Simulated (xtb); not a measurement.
C2H5S, doublet, geometry from GFN2-xTB; GFN0-xTB with ALPB(thf) in xtb 6.7.1.

Input for xtb:
```
$ xtb mol.xyz --gfn 0 --uhf 1 --alpb thf --json

# file mol.xyz
8

C      0.00596101     1.31810472    -0.60732876
S     -0.17114785     0.11511586     0.58372680
C      0.22202030    -1.37363243    -0.38519703
H      0.71061926     1.15790413    -1.39965789
H     -0.22649668     2.31627681    -0.29702164
H      0.13226791    -2.22530445     0.28055238
H     -0.48349098    -1.45937936    -1.20603518
H      1.23757816    -1.29818465    -0.76231178
```

Output, abridged:

```
   ID    Z sym.   atoms
    1    6 C      1, 3
    2   16 S      2
    3    1 H      4-8

           -------------------------------------------------
          |                Calculation Setup                |
           -------------------------------------------------

           -------------------------------------------------
          |                 G F N 0 - x T B                 |
           -------------------------------------------------

      * Solvation model:               ALPB
        Solvent                        thf
        Parameter file                 internal GFN-FF/ALPB
        Dielectric constant                7.6000E+00
        Reference state                gsolv [1 M gas/solution]
        Free energy shift                  4.8933E-03 Eh       3.0706E+00 kcal/mol
        Temperature                        2.9815E+02 K
        Density                            8.8300E-01 kg/L
        Solvent mass                       7.2106E+01 g/mol
        Interaction kernel             P16
        Born radius scaling (c1)           1.9917E+00
        Born radii integrator          GBOBC
        Born offset                        0.0000E+00 a0       0.0000E+00 AA
        H-bond correction              true
        Ion screening                  false
        Surface tension                    1.0000E-05 Eh       1.5569E+01 dyn/cm
        Grid points                               230 per atom

          ...................................................
          :                      SETUP                      :
          :.................................................:
          :  # basis functions                  28          :
          :  # atomic orbitals                  27          :
          :  # shells                           17          :
          :  # electrons                        19          :
          :  electronic temp.          300.0000000     K    :
          :  accuracy                    1.0000000          :
          :  -> integral cutoff          0.2500000E+02      :
          :  -> integral neglect         0.1000000E-07      :
          ...................................................

         :::::::::::::::::::::::::::::::::::::::::::::::::::::
         ::                     SUMMARY                     ::
         :::::::::::::::::::::::::::::::::::::::::::::::::::::
         :: total energy             -10.209882106766 Eh    ::
         :: total w/o Gsasa/hb       -10.204235549156 Eh    ::
[...]
        20                          0.0255673               0.6957
        21                          0.2115908               5.7577
       ...                                ...                  ...
        27                          0.5789592              15.7543
      -------------------------------------------------------------
                  HL-Gap            0.1204587 Eh            3.2778 eV
             Fermi-level            0.0000000 Eh            0.0000 eV

     #   Z          covCN         q      C6AA      α(0)
     1   6 C        2.828    -0.478    45.061    10.965
     2  16 S        1.945     0.077   135.446    19.622
     3   6 C        3.744    -0.486    35.434     8.593
     4   1 H        0.926     0.196     1.120     1.655
     5   1 H        0.927     0.197     1.115     1.651
     6   1 H        0.925     0.160     1.325     1.800
     7   1 H        0.925     0.172     1.253     1.750
     8   1 H        0.925     0.163     1.309     1.789

 Mol. C6AA /au·bohr⁶  :        887.144857
 Mol. C8AA /au·bohr⁸  :      28399.077807
 Mol. α(0) /au        :         47.825852

Wiberg/Mayer (AO) data.
largest (>0.10) Wiberg bond orders for each atom

 ---------------------------------------------------------------------------
     #   Z sym  total        # sym  WBO       # sym  WBO       # sym  WBO
 ---------------------------------------------------------------------------
     1   6 C    3.567 --     2 S    1.569     4 H    0.980     5 H    0.978
     2  16 S    2.603 --     1 C    1.569     3 C    1.011
     3   6 C    3.971 --     2 S    1.011     6 H    0.975     8 H    0.975
                             7 H    0.974
     4   1 H    0.983 --     1 C    0.980
     5   1 H    0.985 --     1 C    0.978
     6   1 H    0.979 --     3 C    0.975
     7   1 H    0.984 --     3 C    0.974
     8   1 H    0.982 --     3 C    0.975
 ---------------------------------------------------------------------------

Topologies differ in total number of bonds
Writing topology from bond orders to xtbtopo.mol

 dipole moment from electron density (au)
     X       Y       Z
   0.2342  -0.8376   0.0282  total (Debye):    2.212

           -------------------------------------------------
          | TOTAL ENERGY              -10.209882106766 Eh   |
          | GRADIENT NORM               0.018271390357 Eh/α |
          | HOMO-LUMO GAP               3.277849179249 eV   |
           -------------------------------------------------

normal termination of xtb
```
